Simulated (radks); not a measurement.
Values are calculated unless marked as measured or tabulated.
Ionisation of the praseodymium ion Pr+, [Xe] 4f3 6s1, to Pr2+, [Xe] 4f3, under several functionals. Scalar-relativistic Kohn-Sham, spin-unpolarised, spherical densities, finite nucleus; a radial shooting solver on a logarithmic mesh with Libxc functionals.

functional	E(Pr+) (hartree)	Exc (hartree)	IE (eV)	-e(HOMO) (eV)	<r> HOMO (bohr)	IE error (eV)
exchange-only LDA	-9224.2118	-203.0705	9.990	5.882	1.192	-0.641
LDA (Slater exchange, Perdew-Zunger correlation)	-9229.9232	-208.8568	10.827	7.295	1.172	+0.196
SOGGA	-9232.7762	-211.7176	10.441	6.975	1.173	-0.190

NIST Atomic Spectra Database: 10.63 eV (semi-empirical). Closest: SOGGA. The Delta-SCF values span 0.84 eV, the total energies 8.56 hartree. The highest occupied level is 4f. Spin polarisation and multiplet splitting are left out, so open shells lie too high by an amount that depends on their filling. Spin-orbit splitting is averaged out at the scalar-relativistic level.

Beside tabulated values, note that spin-unpolarised runs miss the spin-polarisation part of the exchange energy of open shells.
